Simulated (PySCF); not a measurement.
C6H7NO.
Bonds: O1–N2, N2–C3, C3–C4 (aromatic), C4–C5 (aromatic), C5–C6 (aromatic), C6–C7 (aromatic), C7–C8 (aromatic), C3–C8 (aromatic). Hydrogens: H9 on O1; H10 on N2; H11 on C4; H12 on C5; H13 on C6; H14 on C7; H15 on C8.

The same species was optimised twice, with GFN2-xTB and with PBE0-D3(BJ)/def2-SVP (PySCF), and the same property calculations (PySCF, gas phase) were run on both structures.

| coordinate | GFN2-xTB | PBE0-D3(BJ)/def2-SVP | change |
| --- | --- | --- | --- |
| O1–N2 (Å) | 1.416 | 1.388 | -0.028 |
| C4–C5 (Å) | 1.382 | 1.393 | +0.011 |
| C7–C8 (Å) | 1.380 | 1.390 | +0.010 |
| C5–C6 (Å) | 1.384 | 1.394 | +0.010 |
| C6–C7 (Å) | 1.386 | 1.396 | +0.010 |
| C3–C8 (Å) | 1.395 | 1.403 | +0.008 |
| C3–C4 (Å) | 1.392 | 1.400 | +0.008 |
| N2–C3 (Å) | 1.393 | 1.397 | +0.004 |
| O1–N2–C3 (°) | 116.7 | 114.6 | -2.1 |
| C5–C6–C7 (°) | 119.5 | 119.0 | -0.5 |
| C4–C5–C6 (°) | 120.5 | 121.0 | +0.5 |
| C3–C4–C5 (°) | 120.1 | 119.8 | -0.3 |
| N2–C3–C8 (°) | 118.8 | 119.0 | +0.2 |
| C6–C7–C8 (°) | 120.5 | 120.6 | +0.1 |
| C3–C8–C7 (°) | 120.1 | 120.2 | +0.1 |
| N2–C3–C4 (°) | 121.7 | 121.6 | -0.1 |
| O1–N2–C3–C4 (°) | 27 | 24 | -3 |

Rotational constants: A = 5099, B = 1528, C = 1185 MHz (GFN2-xTB) against A = 5050, B = 1535, C = 1187 MHz (PBE0-D3(BJ)/def2-SVP). Point groups within 0.08 Å: C1 and C1.

On the GFN2-xTB structure: HOMO (eV) -6.06 [PBE0/pcSseg-1]; LUMO (eV) -0.11 [PBE0/pcSseg-1]; dipole (D) 1.00 [PBE0/pcSseg-1]; GIAO shielding of O1 (ppm) 217.8 [PBE0/pcSseg-1]; GIAO shielding of N2 (ppm) 95.3 [PBE0/pcSseg-1]; GIAO shielding of C3 (ppm) 31.5 [PBE0/pcSseg-1]; GIAO shielding of C4/C8 (mean) (ppm) 72.6 [PBE0/pcSseg-1]; GIAO shielding of C5/C7 (mean) (ppm) 52.2 [PBE0/pcSseg-1]; GIAO shielding of C6 (ppm) 62.5 [PBE0/pcSseg-1].

Task: What do these properties become on the PBE0-D3(BJ)/def2-SVP structure?

Result: 
```tsv
property	level	on GFN2-xTB	on PBE0-D3(BJ)/def2-SVP	change
HOMO (eV)	PBE0/pcSseg-1	-6.06	-6.07	-0.01
LUMO (eV)	PBE0/pcSseg-1	-0.11	-0.13	-0.02
dipole (D)	PBE0/pcSseg-1	1.00	1.29	+0.29
energy, GFN2-xTB geometry as zero (kcal/mol)	PBE0/pcSseg-1	0.0	-1.0	-1.0
GIAO shielding of O1 (ppm)	PBE0/pcSseg-1	217.8	233.4	+15.6
GIAO shielding of N2 (ppm)	PBE0/pcSseg-1	95.3	102.9	+7.6
GIAO shielding of C3 (ppm)	PBE0/pcSseg-1	31.5	29.5	-2.0
GIAO shielding of C4/C8 (mean) (ppm)	PBE0/pcSseg-1	72.6	69.6	-3.0
GIAO shielding of C5/C7 (mean) (ppm)	PBE0/pcSseg-1	52.2	49.8	-2.4
GIAO shielding of C6 (ppm)	PBE0/pcSseg-1	62.5	59.8	-2.7
```

The heavy atoms differ by 0.023 Å rms after alignment. Among bonds between heavy atoms O1–N2 changes most (-0.028 Å). Changes are differences of the printed values. Neither structure is proved a minimum here.

Shape of the structure used: `[OH:1][NH:2][c:3]1[cH:4][cH:5][cH:6][cH:7][cH:8]1`: O1–N2–C3–C4 24°, H–O1–N2–C3 -117°.
